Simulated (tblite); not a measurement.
Record of a relaxation.

Species: C₅H₁₂AlClO.
SMILES with atom numbers: `[CH2:1]=[CH:2][CH2:3][O+:4]([CH3:5])[AlH2-:6][CH2:7][Cl:8]` (hydrogens: H9, H10 on C1; H11 on C2; H12, H13 on C3; H14, H15, H16 on C5; H17, H18 on Al6; H19, H20 on C7)
Bond orders are those of one Lewis drawing.

Computed with GFN2-xTB (tblite), gas phase: L-BFGS steps from a force-field or distance-geometry start until the largest atomic force falls under 0.01 eV/Å. 8 of its 91 geometries are shown.

Step 0: E = -719.6879 eV, largest atomic force 2.873 eV/Å
```
atom  x, y, z in Å  |  force x, y, z in eV/Å
C1     -2.525   -0.008   -1.370    0.109   0.239   0.532
C2     -2.074   -0.568   -0.254   -0.768  -1.218  -0.512
C3     -1.266    0.139    0.765   -0.877   0.453  -0.176
O4     -0.016   -0.481    0.887    0.374   0.101   0.574
C5      0.635    0.272    1.875    0.718   0.104   1.178
Al6     0.755   -0.311   -0.757   -0.117  -0.534  -2.821
C7      2.718   -0.568   -0.761    0.096   1.277   0.133
Cl8     3.089   -2.262   -0.413    0.172  -0.120   0.174
H9     -2.273    1.045   -1.492   -0.380  -0.386  -0.475
H10    -3.124   -0.559   -2.094    0.355   0.459   0.281
H11    -2.290   -1.637   -0.051    0.232   0.748  -0.032
H12    -1.044    1.171    0.409   -0.668  -0.166   0.334
H13    -1.751    0.121    1.776    0.026   0.160  -0.656
H14     0.004    0.204    2.774    0.280   0.127   0.194
H15     0.703    1.346    1.594    0.220  -0.457   0.048
H16     1.629   -0.138    2.127   -0.279   0.100  -0.378
H17     0.153   -1.440   -1.705   -0.043  -0.098   0.628
H18     0.330    1.076   -1.451    0.150   0.056   0.705
H19     3.083   -0.340   -1.784   -0.071  -0.210   0.507
H20     3.259    0.128   -0.079    0.471  -0.634  -0.238
```

Step 13: E = -720.5504 eV, largest atomic force 0.553 eV/Å
```
atom  x, y, z in Å  |  force x, y, z in eV/Å
C1     -2.573   -0.011   -1.396   -0.091   0.092   0.030
C2     -2.106   -0.580   -0.301    0.094  -0.145   0.103
C3     -1.358    0.187    0.742    0.132   0.023   0.104
O4     -0.015   -0.287    0.850    0.251  -0.107  -0.163
C5      0.717    0.298    1.923   -0.076  -0.122  -0.014
Al6     0.745   -0.430   -0.956    0.373   0.396   0.098
C7      2.773   -0.426   -0.757    0.267  -0.124   0.021
Cl8     2.942   -2.197   -0.359   -0.250   0.259  -0.078
H9     -2.387    1.031   -1.576   -0.085   0.098  -0.130
H10    -3.159   -0.547   -2.121    0.046  -0.021  -0.034
H11    -2.272   -1.628   -0.089    0.030   0.005   0.010
H12    -1.333    1.245    0.466   -0.079   0.086   0.079
H13    -1.839    0.059    1.718   -0.076   0.039   0.093
H14     0.159    0.176    2.857   -0.007   0.015  -0.007
H15     0.895    1.365    1.739    0.020  -0.198   0.021
H16     1.668   -0.240    2.011   -0.190   0.151  -0.171
H17     0.075   -1.641   -1.610   -0.027  -0.213   0.067
H18     0.345    1.055   -1.334   -0.035  -0.132  -0.128
H19     3.254   -0.316   -1.742   -0.120  -0.090   0.054
H20     3.463    0.080   -0.069   -0.178  -0.009   0.046
```

Step 26: E = -720.6957 eV, largest atomic force 0.167 eV/Å
```
atom  x, y, z in Å  |  force x, y, z in eV/Å
C1     -2.606    0.008   -1.393   -0.011  -0.011   0.064
C2     -2.104   -0.541   -0.301    0.042   0.036  -0.012
C3     -1.368    0.215    0.761    0.017  -0.011  -0.028
O4     -0.005   -0.214    0.779   -0.057   0.047  -0.034
C5      0.730    0.263    1.889   -0.023  -0.016  -0.021
Al6     0.807   -0.390   -0.974   -0.068  -0.139  -0.064
C7      2.831   -0.346   -0.751    0.021   0.013   0.014
Cl8     2.656   -2.089   -0.325    0.020  -0.031   0.083
H9     -2.510    1.059   -1.605   -0.006   0.018   0.032
H10    -3.135   -0.585   -2.119    0.007   0.025  -0.008
H11    -2.208   -1.600   -0.115    0.005  -0.037   0.013
H12    -1.414    1.293    0.564    0.010  -0.039   0.023
H13    -1.812    0.005    1.748    0.050   0.022  -0.069
H14     0.186    0.075    2.818   -0.036  -0.048   0.045
H15     0.927    1.332    1.793    0.018   0.047   0.046
H16     1.669   -0.285    1.903    0.085   0.006  -0.007
H17     0.131   -1.727   -1.412   -0.057   0.105  -0.038
H18     0.326    0.986   -1.539   -0.018  -0.051  -0.083
H19     3.373   -0.338   -1.702   -0.007  -0.005  -0.068
H20     3.522    0.072   -0.020    0.006   0.068   0.112
```

Step 39: E = -720.7457 eV, largest atomic force 0.151 eV/Å
```
atom  x, y, z in Å  |  force x, y, z in eV/Å
C1     -2.628    0.037   -1.362   -0.049   0.039  -0.045
C2     -2.070   -0.525   -0.305   -0.031  -0.061  -0.041
C3     -1.334    0.236    0.748    0.004   0.039  -0.024
O4      0.046   -0.110    0.706    0.087  -0.046   0.024
C5      0.755    0.245    1.879    0.048   0.020   0.042
Al6     0.786   -0.442   -1.050    0.027   0.133   0.004
C7      2.807   -0.306   -0.702    0.025  -0.017  -0.029
Cl8     2.574   -2.020   -0.182    0.030  -0.062   0.093
H9     -2.584    1.097   -1.539    0.032   0.044   0.032
H10    -3.152   -0.543   -2.100   -0.021  -0.039   0.007
H11    -2.130   -1.590   -0.138   -0.002  -0.032  -0.015
H12    -1.447    1.310    0.582   -0.010   0.129   0.031
H13    -1.728   -0.023    1.739   -0.023   0.000   0.029
H14     0.214   -0.085    2.772    0.018  -0.045  -0.056
H15     0.910    1.326    1.935   -0.031  -0.011  -0.007
H16     1.720   -0.259    1.838   -0.019   0.021  -0.017
H17     0.062   -1.757   -1.429    0.030  -0.148  -0.001
H18     0.318    0.823   -1.824    0.003   0.007   0.023
H19     3.412   -0.382   -1.610   -0.013   0.040  -0.097
H20     3.464    0.159    0.038   -0.105  -0.012   0.047
```

Step 51: E = -720.7677 eV, largest atomic force 0.110 eV/Å
```
atom  x, y, z in Å  |  force x, y, z in eV/Å
C1     -2.645    0.066   -1.358   -0.028   0.009   0.050
C2     -2.050   -0.502   -0.324   -0.052   0.022   0.017
C3     -1.315    0.260    0.733   -0.035   0.015  -0.021
O4      0.072   -0.070    0.672   -0.087   0.012   0.066
C5      0.769    0.232    1.865    0.008  -0.002   0.034
Al6     0.767   -0.461   -1.081    0.043  -0.030   0.013
C7      2.772   -0.329   -0.702    0.013  -0.003  -0.005
Cl8     2.619   -2.016   -0.071    0.016   0.005  -0.005
H9     -2.617    1.132   -1.507    0.006   0.013  -0.023
H10    -3.191   -0.509   -2.084    0.028  -0.004   0.000
H11    -2.093   -1.569   -0.158    0.002  -0.011  -0.051
H12    -1.442    1.340    0.596    0.008  -0.023  -0.003
H13    -1.708   -0.023    1.723    0.078   0.019  -0.063
H14     0.252   -0.202    2.726    0.002  -0.045   0.019
H15     0.862    1.311    2.010   -0.039   0.036  -0.031
H16     1.758   -0.209    1.784    0.051  -0.027  -0.009
H17     0.130   -1.843   -1.406   -0.019  -0.004   0.014
H18     0.286    0.775   -1.891   -0.025   0.002   0.007
H19     3.420   -0.407   -1.581   -0.001  -0.015   0.026
H20     3.347    0.215    0.052    0.031   0.032  -0.034
```

Step 64: E = -720.7767 eV, largest atomic force 0.073 eV/Å
```
atom  x, y, z in Å  |  force x, y, z in eV/Å
C1     -2.668    0.100   -1.356   -0.031  -0.004   0.005
C2     -2.063   -0.477   -0.333   -0.008   0.002   0.009
C3     -1.319    0.271    0.727    0.036   0.002  -0.009
O4      0.064   -0.074    0.667    0.061  -0.035  -0.019
C5      0.767    0.212    1.861   -0.005   0.010   0.017
Al6     0.778   -0.493   -1.071    0.013  -0.006   0.023
C7      2.787   -0.328   -0.712    0.003   0.027   0.018
Cl8     2.663   -1.985   -0.001    0.001  -0.013  -0.014
H9     -2.661    1.167   -1.503    0.021  -0.014   0.025
H10    -3.201   -0.484   -2.085   -0.007   0.015  -0.020
H11    -2.088   -1.550   -0.204    0.003   0.018   0.023
H12    -1.431    1.352    0.591   -0.009   0.027  -0.012
H13    -1.696   -0.003    1.722   -0.056  -0.028  -0.009
H14     0.296   -0.293    2.710   -0.012  -0.018   0.008
H15     0.793    1.288    2.048    0.002   0.010   0.010
H16     1.779   -0.168    1.742   -0.032   0.021   0.002
H17     0.149   -1.888   -1.348    0.004  -0.030   0.004
H18     0.254    0.716   -1.893    0.016   0.017  -0.019
H19     3.445   -0.436   -1.579   -0.011  -0.021  -0.027
H20     3.349    0.266    0.015    0.011   0.018  -0.016
```

Step 77: E = -720.7818 eV, largest atomic force 0.034 eV/Å
```
atom  x, y, z in Å  |  force x, y, z in eV/Å
C1     -2.685    0.125   -1.351   -0.009   0.003   0.011
C2     -2.065   -0.467   -0.347    0.003   0.010   0.005
C3     -1.313    0.274    0.713   -0.002  -0.007   0.009
O4      0.067   -0.088    0.670   -0.010   0.006   0.007
C5      0.750    0.199    1.876   -0.003   0.003  -0.002
Al6     0.792   -0.527   -1.055   -0.010   0.003  -0.006
C7      2.800   -0.320   -0.728   -0.002  -0.002  -0.018
Cl8     2.705   -1.952    0.042    0.006  -0.007   0.001
H9     -2.669    1.195   -1.474    0.005   0.001  -0.013
H10    -3.235   -0.436   -2.086    0.004  -0.001   0.002
H11    -2.092   -1.540   -0.220    0.000   0.009  -0.011
H12    -1.409    1.357    0.573   -0.007  -0.020  -0.004
H13    -1.712    0.005    1.701    0.002  -0.004   0.000
H14     0.314   -0.361    2.709   -0.030  -0.014  -0.009
H15     0.710    1.268    2.097    0.013   0.022   0.008
H16     1.782   -0.113    1.742    0.021   0.007   0.011
H17     0.178   -1.937   -1.300    0.006   0.000   0.007
H18     0.269    0.664   -1.909   -0.005  -0.007  -0.002
H19     3.429   -0.462   -1.612    0.000   0.005  -0.003
H20     3.379    0.307   -0.044    0.018  -0.006   0.006
```

Step 90: E = -720.7828 eV, largest atomic force 0.010 eV/Å
```
atom  x, y, z in Å  |  force x, y, z in eV/Å
C1     -2.687    0.131   -1.352   -0.003   0.000   0.001
C2     -2.066   -0.463   -0.350    0.005   0.001  -0.008
C3     -1.314    0.274    0.713   -0.004  -0.001   0.002
O4      0.069   -0.075    0.670   -0.001   0.003  -0.002
C5      0.745    0.203    1.882    0.002  -0.002   0.002
Al6     0.797   -0.528   -1.050    0.004  -0.001   0.005
C7      2.808   -0.320   -0.734   -0.003   0.000   0.002
Cl8     2.718   -1.952    0.037    0.007   0.001  -0.001
H9     -2.670    1.201   -1.477    0.001   0.001  -0.001
H10    -3.238   -0.431   -2.084    0.002   0.004  -0.006
H11    -2.095   -1.536   -0.229    0.008   0.002   0.005
H12    -1.419    1.357    0.580   -0.005  -0.001   0.003
H13    -1.710   -0.006    1.699   -0.001   0.000   0.009
H14     0.299   -0.367    2.703   -0.002   0.000   0.008
H15     0.704    1.270    2.115   -0.003  -0.001  -0.007
H16     1.779   -0.106    1.755    0.001  -0.001  -0.004
H17     0.187   -1.944   -1.276   -0.005  -0.003   0.001
H18     0.264    0.646   -1.918    0.003   0.000  -0.004
H19     3.424   -0.463   -1.627   -0.001   0.003  -0.002
H20     3.400    0.303   -0.058   -0.005  -0.005  -0.004
```

Problem. Summarise the path.

Solution. The energy falls by 25.25 kcal/mol from step 0 to step 90; nine tenths of that is first reached at step 22. It falls at every step. The largest force goes from 2.873 to 0.010 eV/Å. Among the bonds O4–Al6 changes most, from 1.824 to 1.921 Å; the atoms move by 0.412 Å rms after alignment.

What follows is the cost of the whole relaxation. The run took 5.6 s wall, 3.0 s CPU on one thread, AMD EPYC (x86_64), on a shared host.
